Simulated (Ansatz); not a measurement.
`[NH2][W](=[O])(=[S])[Cl]` and `[NH2][Mo](=[O])(=[S])[Cl]` differ in one element.

Ansatz, PBE0-D4/def2-TZVP geometries, multiplicity 1. Each molecule was computed in one conformer, which needn't be the lowest.

Elements past krypton have def2 core potentials.

```json
{"property": "size of the dipole moment (ωB97M-V/def2-TZVPP) / D", "`[NH2][W](=[O])(=[S])[Cl]`": "3.88"}
{"property": "size of the dipole moment (B3LYP/def2-TZVPP) / D", "`[NH2][W](=[O])(=[S])[Cl]`": "3.87"}
{"property": "HOMO–LUMO gap (PBE0/def2-TZVPP) / eV", "`[NH2][W](=[O])(=[S])[Cl]`": "5.22"}
{"property": "HOMO energy (ωB97M-V/def2-TZVPP) / eV", "`[NH2][W](=[O])(=[S])[Cl]`": "-9.86"}
{"property": "ideal-gas entropy at 298 K and 1 bar (rigid rotor, harmonic PBE0-D4/def2-TZVP) / J/(mol·K)", "`[NH2][W](=[O])(=[S])[Cl]`": "360"}
{"property": "HOMO–LUMO gap (B3LYP/def2-TZVPP) / eV", "`[NH2][W](=[O])(=[S])[Cl]`": "4.80"}
```

Q: What does the change do to each property? (An estimate is asked.)

A: Computed: 
| property | `[NH2][Mo](=[O])(=[S])[Cl]` | shift |
| --- | --- | --- |
| size of the dipole moment (ωB97M-V/def2-TZVPP) / D | 3.66 | -0.22 |
| size of the dipole moment (B3LYP/def2-TZVPP) / D | 3.67 | -0.20 |
| HOMO–LUMO gap (PBE0/def2-TZVPP) / eV | 4.79 | -0.43 |
| HOMO energy (ωB97M-V/def2-TZVPP) / eV | -9.97 | -0.11 |
| ideal-gas entropy at 298 K and 1 bar (rigid rotor, harmonic PBE0-D4/def2-TZVP) / J/(mol·K) | 353 | -7 |
| HOMO–LUMO gap (B3LYP/def2-TZVPP) / eV | 4.37 | -0.43 |

With PBE0 the HOMO falls by 0.10 eV and the LUMO falls by 0.53 eV, so the gap narrows by about 0.43 eV. PBE moves the HOMO by -0.09 eV and ωB97M-V by -0.11 eV. Dipoles are sizes alone; their direction can turn.

B3LYP here is the variant with VWN-RPA as its local correlation; programs differ in this.
